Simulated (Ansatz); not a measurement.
Input for Ansatz (an electronic-structure program): R-r2SCAN/def2-TZVPPD on HCl (SMILES Cl). Files ending in .json are basis or fitting sets from the Basis Set Exchange.

Ansatz 0.2 input:
```yaml
crystal:
  periodic: [false, false, false]
  atoms:
    - {symbol: Cl, position_ang: [-0.02566993, 0.48084549, 3.00737593]}
    - {symbol: H, position_ang: [-1.24033412, 0.06343494, 2.98855070]}
basis:
  gaussian:
    orbitals: def2-TZVPPD.json
hamiltonian:
  xc: {name: r2SCAN}
scf: {lower_state_search: off}
```

The head of its log:

```
WARN ansatz: RAYON_NUM_THREADS=1 ignored (pool sized by the plan → 1); use --threads N
Functional definition: r2SCAN
these checks for a lower state are left out or cut short: stability, starts, cluster_reference, orbital_swaps, neighbouring_geometries, increment
integrals: 0.01 GiB planned
383 factors; their error is unknown
mean field: 0.12 GiB planned
mean field evaluation 1: about -12538.4007 eV, gradient 1.1e1 eV
mean field evaluation 2: about -12538.4540 eV, gradient 1.1e1 eV
```

Q: Give the final energy of this run.

A: -460.7869 hartree.
